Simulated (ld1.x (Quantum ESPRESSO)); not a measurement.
## What one change does to a pseudopotential (Gd (Z = 64), TM)

```json
{"Element": "gadolinium (Gd)", "Generator": "ld1.x (Quantum ESPRESSO) 7.5", "Type": "norm-conserving Troullier–Martins (Kleinman–Bylander form)", "Functional": "BLYP", "Relativity": "scalar-relativistic", "Frozen core": "[Xe]", "Valence charge": "10", "Reference configuration": "4f7 5d1 6s2 6p0", "Partial waves": "6p (bound, empty): rc 4.20 bohr; 5d (bound): rc 3.55 bohr; 4f (bound): rc 1.20 bohr; 6s (bound): rc 3.25 bohr", "Local potential": "the s channel", "Core correction": "a·sin(br)/r model core, default radius (core density twice the valence density)"}
```

Change: wave 5d (bound): rc 3.55 bohr becomes 5d (bound): rc 4.54 bohr.

Cutoffs: the cutoffs (Ry, on a coarse ladder) from which the occupation-weighted sum of valence levels, in a spherical-Bessel basis at the reference potential, stays within 10 and 1 mRy of its value at 400 Ry; they do not see the model core or the augmentation charge, which bear on the density cutoff. Errors are all-electron minus pseudo energies relative to the spin-unpolarised reference configuration.

Problem. What does the change do?

Solution. Of the 7 tests that both files solve, the error grows in 5 and shrinks in 1 by more than 15 % and 0.3 meV (median size 40.2 → 46.6 meV); neither file shows a bound ghost at the reference potential, the only one tested.

```tsv
quantity	base	changed
cutoff, loose	260 Ry	260 Ry
cutoff, tight	over 300 Ry	over 300 Ry
loose cutoff by channel (10 mRy a level)	d 12 Ry, f 230 Ry, s 6 Ry	d 8 Ry, f 230 Ry, s 6 Ry
bound ghosts	none	none
error for 4f7 5d1 6s1 6p0, meV [ΔE 6.57 eV]	-5.8	-9.0
error for 4f7 5d1 6s0 6p0, meV [ΔE 18.78 eV]	-40	-61
error for 4f7 5d0 6s0 6p0, meV [ΔE 38.60 eV]	-183	-7.1
error for 4f6 5d2 6s1 6p0, meV [ΔE 15.79 eV]	-1650	-2069
error for 4f8 5d1 6s0 6p0, meV [ΔE 4.23 eV]	-1900	-1938
error for 4f7 5d0 6s2 6p0, meV [ΔE 5.90 eV]	-33	+47
error for 4f7 5d1 6s1 6p1, meV [ΔE 2.90 eV]	-4.5	-5.6
```

Base: These tests converged, but a pseudo level misses the all-electron one widely, so the file describes the atom poorly there or has found another state: 4f6 5d2 6s1 6p0: 4f by 3.9 eV; 4f8 5d1 6s0 6p0: 4f by 2.8 eV. Changed file: These tests converged, but a pseudo level misses the all-electron one widely, so the file describes the atom poorly there or has found another state: 4f6 5d2 6s1 6p0: 4f by 4.6 eV; 4f8 5d1 6s0 6p0: 4f by 2.9 eV.
